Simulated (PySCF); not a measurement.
## `InChI=1S/C6H5N3/c1-2-3-6-8-4-7-5-9-6/h4-5H,1H3`

Geometry:
```tsv
atom	x (Å)	y (Å)	z (Å)
C1	3.440	-0.107	-0.031
C2	2.002	-0.064	-0.020
C3	0.798	-0.028	-0.010
C4	-0.614	0.018	0.003
N5	-1.278	-1.128	0.188
C6	-2.589	-1.018	0.188
N7	-3.272	0.106	0.024
C8	-2.519	1.182	-0.148
N9	-1.204	1.205	-0.168
H10	3.803	-0.434	0.943
H11	3.844	0.880	-0.253
H12	3.781	-0.814	-0.788
H13	-3.161	-1.926	0.335
H14	-3.032	2.127	-0.285
```

Method: quadratic response CAM-B3LYP/def2-SVPD first hyperpolarisability, Taylor convention, gas phase (PySCF). Geometry: GFN2-xTB.

Q: Give the tensor of the static β(0;0,0) in the axes of these coordinates.

A: In au, Taylor convention; rows are the first index (the induced dipole):
|  | xx | yy | zz | xy | xz | yz |
| --- | --- | --- | --- | --- | --- | --- |
| x | +634.4 | -17.2 | -19.5 | -28.2 | -3.3 | +0.1 |
| y | -28.2 | -2.0 | +4.7 | -17.2 | +0.1 | +3.1 |
| z | -3.3 | +3.1 | -2.5 | +0.1 | -19.5 | +4.7 |

Norm of βᵢ = ⅓ Σⱼ (βᵢⱼⱼ + βⱼᵢⱼ + βⱼⱼᵢ): 598.2 au, hyper-Rayleigh value 257.0 au.
